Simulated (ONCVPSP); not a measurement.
# Sm (Z = 62): variants of one ONCV potential

Base potential:

- Element: samarium (Sm)
- Generator: ONCVPSP 4.0.1
- Type: optimised norm-conserving Vanderbilt (ONCV)
- Functional: PBE
- Relativity: scalar-relativistic
- Frozen core: [Kr] 4d10 4f5
- Valence charge: 11
- Reference configuration: 5s2 5p6 5d1 6s1.5 6p0.5
- Partial waves: 5s+6s: rc 2.15 bohr, ncon 4, nbas 8, qcut 6.3 1/bohr, 2 projectors; 5p+6p: rc 3.05 bohr, ncon 5, nbas 8, qcut 5.7 1/bohr, 2 projectors; 5d: rc 2.60 bohr, ncon 5, nbas 8, qcut 3.1 1/bohr, 2 projectors, debl 2.3 Ha
- Local potential: polynomial inside 2.10 bohr (lpopt 5, dvloc0 4 Ha)
- Core correction: Teter function fitted to the true core (icmod 2), fcfact 0.6

Cutoffs, loose and tight: the cutoffs (Ha) at which the residual kinetic energy of the hardest occupied pseudo-wave falls to 1 and 0.1 mHa per electron. They do not see the model core or the augmentation charge, which bear on the density cutoff. Test errors are all-electron minus pseudo excitation energies from the reference, over the configurations 5s2 5p6 5d1 6s2 6p0; 5s2 5p6 5d1 6s1 6p0; 5s2 5p6 5d1 6s0 6p0; 5s2 5p6 5d1.5 6s1.5 6p0. A dash means not determined; rows that change the core or the reference have their own tests.

A true bound ghost makes a file unfit for plane-wave use even where its test errors are small: the radial tests pick states by their node count and pass the ghost by.

| change | outcome | cutoff, loose | cutoff, tight | bound ghosts | GHOST(+) flags above zero | largest test error (meV) |
| --- | --- | --- | --- | --- | --- | --- |
| base | generated | 15 Ha | 29 Ha | none | s | +9.0 |
| all radii but the core radius scaled by about 0.81 (s 1.74, p 2.46, d 2.10 bohr); local potential polynomial inside 1.70 bohr (lpopt 5, dvloc0 4 Ha) | failed: ERROR pspot: first pseudo wave function has node, program will stop | – | – | – | – | – |
| all radii but the core radius scaled by about 0.88 (s 1.90, p 2.70, d 2.30 bohr); local potential polynomial inside 1.86 bohr (lpopt 5, dvloc0 4 Ha) | generated | 15 Ha | 32 Ha | none | s | +9.3 |
| all radii but the core radius scaled by about 0.96 (s 2.06, p 2.92, d 2.48 bohr); local potential polynomial inside 2.00 bohr (lpopt 5, dvloc0 4 Ha) | generated | 14 Ha | 31 Ha | s | none | +9.0 |
| all radii but the core radius scaled by about 1.16 (s 2.50, p 3.54, d 3.02 bohr); local potential polynomial inside 2.44 bohr (lpopt 5, dvloc0 4 Ha) | generated | 16 Ha | 23 Ha | none | none | +5.8 |
| all radii but the core radius scaled by about 1.20 (s 2.58, p 3.66, d 3.12 bohr); local potential polynomial inside 2.52 bohr (lpopt 5, dvloc0 4 Ha) | generated | 15 Ha | 21 Ha | none | none | +4.9 |

(1) What comes out with this change to the base: all radii but the core radius scaled by about 1.30 (s 2.80, p 3.98, d 3.38 bohr); local potential polynomial inside 2.74 bohr (lpopt 5, dvloc0 4 Ha)?

Answers

(1) outcome: generated; cutoff, loose: 9.6 Ha; cutoff, tight: 18 Ha; bound ghosts: none; GHOST(+) flags above zero: none; largest test error (meV): -3.1.

Reading the sweep of the scale of all radii but the core radius (base = 1) (base included, trends over the rows without a ghost): The loose cutoff is not monotonic: lowest 9.6 Ha at 1.3, highest 16 Ha at 1.16. The median size of the test errors (rows with all tests solved) is not monotonic: lowest 0.4 meV at 1.2, highest 1.5 meV at 0.88. Bound ghosts are found at 0.96. The generation fails at 0.81.
